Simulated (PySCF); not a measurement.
**Relative stability**

The two ends of one reaction step of BHSBrF, singlet (PBE0-D4/def2-TZVP).

A:

```json
{"atom": "B1", "x (Å)": "-0.3470", "y (Å)": "0.2971", "z (Å)": "-0.2655"}
{"atom": "Br2", "x (Å)": "1.2395", "y (Å)": "1.2112", "z (Å)": "-0.8333"}
{"atom": "S3", "x (Å)": "-0.3426", "y (Å)": "-1.1008", "z (Å)": "0.8577"}
{"atom": "H4", "x (Å)": "0.9880", "y (Å)": "-1.1321", "z (Å)": "1.0222"}
{"atom": "F5", "x (Å)": "-1.5055", "y (Å)": "0.7177", "z (Å)": "-0.7274"}
```

B:

B1  (-1.299, -0.176, 0.049)
Br2  (2.292, 0.933, -0.482)
S3  (-0.623, -1.285, 1.008)
H4  (1.451, -0.007, 0.192)
F5  (-1.839, 0.696, -0.706)
(Å)

Computed with PySCF 2.14 with density fitting (its default auxiliary sets; JK sets also for MP2 and CCSD(T)) (basis: def2-TZVPP); correlated methods freeze the cores. Filled d shells of the heavier atoms are correlated. The def2 sets are not built for correlating such inner shells, so the correlated values are less sure here. B3LYP uses VWN-RPA correlation.

Task: Which structure is lower at CCSD(T), and by how much? (To be estimated.)

Result: By the calculation: A, by 1.392 eV (electronic energy, against the other). By their contacts, A is BHSBrF ([F][B]([SH])[Br]) and B is a complex of BSF + HBr.

All methods give the same order:

```tsv
method	E(B) − E(A) (eV)
SPW92	1.626
PBE-D4	1.418
r2SCAN-D4	1.464
PBE0-D4	1.516
B3LYP-D4	1.343
BHLYP-D4	1.464
wB97M-V	1.444
HF	1.386
MP2	1.400
CCSD	1.415
CCSD(T)	1.392
```

T1 diagnostic: at most 0.012.

Labels in which every atom is bracketed show which atoms are joined, not bond orders.

For scale, one of the runs: CCSD(T)/def2-TZVPP, 166 basis functions, launched by `OMP_NUM_THREADS=4 python run.py`. Time: 2.7 min of wall clock on 4 CPU threads of a Oxide Virtual Turin-like; the host was shared. Peak host memory: 1.8 GiB.
